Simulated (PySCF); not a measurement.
**Partial charges of `Fc1cccc[s+]1`**

C5H4FS (charge +1).
Structure used (GFN2-xTB), in Å, numbered top down from 1:
```
atom  x, y, z in Å
F1     2.7141   -0.9166    0.0944
C2     1.4461   -0.5833    0.0531
C3     1.0756    0.7413   -0.0144
C4    -0.2545    1.1334   -0.0598
C5    -1.3111    0.2217   -0.0385
C6    -1.1287   -1.1349    0.0266
S7     0.3744   -1.9196    0.0907
H8     1.8654    1.4818   -0.0310
H9    -0.4783    2.1892   -0.1137
H10   -2.3237    0.5997   -0.0745
H11   -1.9739   -1.8098    0.0411
```

Density: PBE0/pcSseg-1 (PySCF); schemes: Mulliken, IAO, Hirshfeld and ESP-fitted. Isolated species at its GFN2-xTB geometry, gas phase.

Task: For which atoms does the sign change between the 4 schemes (beyond +0.03 e in one, beyond −0.03 e in another)?

Result: C4. Atomic charges aren't observables, and each scheme defines them in its own way.

Task: At which atom do the 4 schemes differ most?

Result: At S7: from +0.293 (ESP-fitted) to +0.589 e (IAO), 0.296 e apart.

Task: Give the atomic charges in each scheme.

Result: In e:

| atom | environment | Mulliken | IAO | Hirshfeld | ESP-fitted |
| --- | --- | --- | --- | --- | --- |
| F1 | aryl fluorine | -0.173 | -0.175 | +0.005 | -0.059 |
| C2 | aromatic C–F carbon | +0.179 | +0.231 | +0.153 | +0.319 |
| C3 | aromatic CH carbon | -0.037 | -0.154 | -0.007 | -0.263 |
| C4 | aromatic CH carbon | -0.042 | -0.034 | +0.061 | +0.134 |
| C5 | aromatic CH carbon | +0.020 | -0.118 | +0.010 | -0.200 |
| C6 | aromatic CH next to a ring sulfur | -0.262 | -0.227 | +0.024 | -0.106 |
| S7 | ring sulfur | +0.547 | +0.589 | +0.333 | +0.293 |
| H8 | aromatic hydrogen | +0.193 | +0.226 | +0.104 | +0.237 |
| H9 | aromatic hydrogen | +0.176 | +0.217 | +0.107 | +0.169 |
| H10 | aromatic hydrogen | +0.176 | +0.216 | +0.102 | +0.221 |
| H11 | aromatic hydrogen | +0.224 | +0.231 | +0.107 | +0.255 |

Mean size of the charges over all atoms: IAO 0.220 e, ESP-fitted 0.205 e, Mulliken 0.184 e, Hirshfeld 0.092 e. Each set sums to the total charge, 1, to within 0.001 e. The Hirshfeld scheme weights the molecular density at each point by an atom's share of the summed free-atom densities.

Task: How many electrons does the Mulliken scheme count on C4?

Result: Z − q = 6 − (-0.042) = 6.042.

Task: How closely do the schemes follow one another over all atoms?

Result: Correlation coefficient and root-mean-square difference: Mulliken with IAO 0.97, 0.063 e; IAO with Hirshfeld 0.94, 0.157 e; Mulliken with Hirshfeld 0.89, 0.136 e; IAO with ESP-fitted 0.85, 0.125 e; Hirshfeld with ESP-fitted 0.76, 0.142 e; Mulliken with ESP-fitted 0.73, 0.153 e.

Task: Sum the charges by element, for elements with more than one atom.

Result: 
```tsv
element	atoms	Mulliken	IAO	Hirshfeld	ESP-fitted
C	5	-0.142	-0.303	+0.241	-0.116
H	4	+0.768	+0.890	+0.420	+0.883
```

These values come from a run that also computed NMR shieldings. The run took 11 s of wall time on one thread, Intel Xeon 6975P-C (x86_64), shared host with 64 logical CPUs at a one-minute load of 18, and the process peaked at 0.70 GiB of memory.
